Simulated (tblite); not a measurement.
Species: C5H5F3O.
Cartesian coordinates in Å at the GFN2-xTB level; atoms count from 1:
```xyz
14
C5H5F3O angstrom
O      1.6133    0.3618   -1.7140
C      1.7086    0.1425   -0.5593
F      2.8875   -0.1988   -0.0137
C      0.6037    0.1810    0.4701
F      1.1228    0.4021    1.7189
C     -0.5862    1.0759    0.0735
C     -1.3813   -0.1771   -0.3296
C     -0.3436   -1.0443    0.3902
F      0.1287   -2.1181   -0.3022
H     -0.9913    1.5902    0.9413
H     -0.3742    1.7876   -0.7200
H     -2.4000   -0.2525    0.0387
H     -1.3593   -0.3566   -1.4018
H     -0.6295   -1.3941    1.3859
```

Level: GFN2-xTB in tblite, geometry and Hessian alike; calculated harmonic values, unscaled, isolated species. The method is semi-empirical: single wavenumbers can be off by several per cent or more. One conformer, not necessarily the lowest.

Harmonic wavenumbers (cm⁻¹): 43.5, 78.5, 122.0, 205.0, 277.5, 301.3, 403.2, 423.6, 467.6, 542.6, 642.3, 702.0, 744.5, 819.7, 883.1, 984.4, 1025.6, 1042.5, 1044.0, 1100.6, 1102.1, 1151.1, 1166.1, 1175.9, 1224.7, 1237.4, 1255.9, 1299.9, 1436.5, 1455.3, 1858.7, 2961.0, 3032.4, 3035.3, 3041.5, 3046.7.

A = 2149, B = 1481, C = 1372 MHz; mass 138.029 u (most abundant isotopes); point group C1, symmetry number 1.

Problem. Zero-point energy?

Solution. Half the sum of the wavenumbers: 20667 cm⁻¹ = 59.09 kcal/mol.

Problem. What is S at 298.15 K and 1 bar for an ideal gas of classical rigid rotors and harmonic oscillators?

Solution. Translation 40.70, rotation 28.69, vibration 22.33: S = 91.7 cal/(mol K).

Problem. And Cp and H(298.15 K) − H(0)?

Solution. Cp = 31.61 cal/(mol K), of which vibrations give 23.66 (their classical limit is 36 R = 71.5); H(298.15 K) − H(0) = 5.86 kcal/mol without the zero-point energy, 3.49 from vibrations.

Problem. How do the functions run with temperature in this model?

Solution. 
```
T (K)  S (cal/(mol K))  Cp (cal/(mol K))  H − H(0) (kcal/mol)  G − H(0) (kcal/mol)  ln q(vib)
  150             74.6              19.7                 2.07                -9.12       2.42
  250             86.5              27.6                 4.43               -17.19       4.40
  400            102.2              39.6                 9.49               -31.37       7.36
  600            120.6              51.2                18.66               -53.68      11.31
  900            143.5              61.4                35.71               -93.42      16.90
```

q(vib) and H(0) count from the zero-point level.

Problem. What must be added to the electronic energy to get the Gibbs energy at 298.15 K and 1 bar?

Solution. ZPE + [H(298.15 K) − H(0)] − T·S = 59.09 + 5.86 − 27.35 = 37.60 kcal/mol.

Hindered rotation and anharmonicity are outside this model. Other conformers, if any are populated, would add a mixing term that is left out. The structure is chiral; the term R ln 2 for an equal mix with its mirror image is left out.

On Intel Xeon Platinum 8488C, one thread (shared host), this took 0.37 s of wall time. The figure is for the frequency step alone.
